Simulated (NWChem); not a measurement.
Species: CH4F2OSi; SMILES C[Si](O)(F)F

```xyz
9

C      0.3840    -1.7928     0.0022
Si    -0.0184    -0.0025    -0.0007
O     -1.6410     0.2168    -0.0085
F      0.6390     0.7458    -1.2735
F      0.6270     0.7482     1.2768
H     -0.0349    -2.2813     0.8942
H      1.4735    -1.9440     0.0023
H     -0.0349    -2.2836    -0.8886
H     -1.9831     1.1157    -0.0093
```
Atoms are numbered in this order, from 1.

Program: NWChem. All runs use the structure optimised with PBE0/def2-SVP. B3LYP is NWChem's, with the RPA form of VWN correlation. Atomic charges in e: unrestrained fits to the electrostatic potential beside Mulliken populations; buried atoms are poorly determined by the fit.

Q: Estimate the computed values for B3LYP/def2-SVP. Quantities: ESP C1; Mulliken C1; ESP Si2; Mulliken Si2; ESP O3; Mulliken O3; ESP F4; Mulliken F4; ESP F5; Mulliken F5; relative RMS misfit of the potential (%).

A: 
```
Quantity                                  Result
----------------------------------------  ------
ESP C1                                     -0.42
Mulliken C1                                -0.27
ESP Si2                                     1.18
Mulliken Si2                                0.94
ESP O3                                     -0.74
Mulliken O3                                -0.38
ESP F4                                     -0.39
Mulliken F4                                -0.34
ESP F5                                     -0.39
Mulliken F5                                -0.34
relative RMS misfit of the potential (%)      17
```
